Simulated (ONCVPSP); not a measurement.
Before and after: ONCV potential for Lu (Z = 71)

lutetium, optimised norm-conserving Vanderbilt (ONCV), made with ONCVPSP 4.0.1 (LDA (Perdew-Wang 92), fully relativistic). Core [Kr] 4d10, reference 4f14 5s2 5p6 5d1 6s2. Waves: 5s+6s: rc 2.10 bohr, ncon 4, nbas 7, qcut 4.6 1/bohr, 2 projectors; 5p: rc 2.30 bohr, ncon 3, nbas 8, qcut 5.9 1/bohr, 2 projectors, debl 3.9 Ha; 5d: rc 2.40 bohr, ncon 3, nbas 7, qcut 3.4 1/bohr, 1 projector; 4f: rc 1.10 bohr, ncon 5, nbas 10, qcut 17.1 1/bohr, 2 projectors, debl 2 Ha. Local part: polynomial inside 1.10 bohr (lpopt 4, dvloc0 3 Ha). Core correction: none.

Open shells are filled in proportion to 2j + 1.

Change: f: rc 0.98; local potential polynomial inside 0.98 bohr (lpopt 4, dvloc0 3 Ha).

Cutoffs: the cutoffs (Ha) at which the residual kinetic energy of the hardest occupied pseudo-wave falls to 1 and 0.1 mHa per electron; they do not see the model core or the augmentation charge, which bear on the density cutoff. Errors are all-electron minus pseudo energies relative to the spin-unpolarised reference configuration.

**Question.** What does the change do?

**Answer.** The potential gets harder (124 Ha and 135 Ha → 137 Ha and 230 Ha); the errors of the 3 common tests hardly move; the range in which the s phases agree narrows (upper end 3.3 → 2.2); neither file shows a bound ghost. A smaller radius makes the pseudo-wave follow the all-electron one further in, where it bends more sharply, so more plane waves are needed.

```csv
quantity,base,changed
"cutoff, loose",124 Ha,137 Ha
"cutoff, tight",135 Ha,230 Ha
loose cutoff by channel,"s 7.2 Ha, p 11 Ha, d 27 Ha, f 124 Ha","s 7.2 Ha, p 11 Ha, d 27 Ha, f 137 Ha"
bound ghosts,none,none
GHOST(+) flags under 300 eV,"d5/2 at 249.5 eV, d3/2 at 267.2 eV","s at 63.8 eV, d5/2 at 231.7 eV, d3/2 at 247.6 eV"
tests with a reliable result,3 of 4,3 of 4
"error for 4f14 5s2 5p6 5d1 6s1, meV [ΔE 7.58 eV]",+0.5,+0.5
"error for 4f14 5s2 5p6 5d1 6s0, meV [ΔE 21.14 eV]",-2.4,-2.2
"error for 4f14 5s2 5p6 5d0 6s2, meV [ΔE 5.49 eV]",+10.0,+10.0
s: phases at 2.14 bohr within 0.05 rad from the reference energy up to (Ha; the scan ends near 5),3.3,2.2
p3/2: phases at 2.34 bohr within 0.05 rad from the reference energy up to (Ha; the scan ends near 5),to the end of the scan,to the end of the scan
p1/2: phases at 2.34 bohr within 0.05 rad from the reference energy up to (Ha; the scan ends near 5),to the end of the scan,to the end of the scan
d5/2: phases at 2.44 bohr within 0.05 rad from the reference energy up to (Ha; the scan ends near 5),1.2,1.2
d3/2: phases at 2.44 bohr within 0.05 rad from the reference energy up to (Ha; the scan ends near 5),1.1,1.1
```
